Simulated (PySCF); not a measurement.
# Electron correlation in B⁺ (boron, charge +1)

[He] 2s1 3d1, high-spin 3D determinant (an excited configuration). Calculation: PySCF 2.14, in dyall-acv3z (15s9p4d2f, 76 functions); no relativity, point nucleus. Frozen: 1s2; 2 electrons correlated; the 18 highest virtual orbitals of each spin left out.

Total MP2 correlation energy: -3.53 mhartree.

Same-spin part -3.53 and opposite-spin part 0.00 mhartree; SCS-MP2 scales them by 1/3 and 6/5 to -1.18 mhartree.
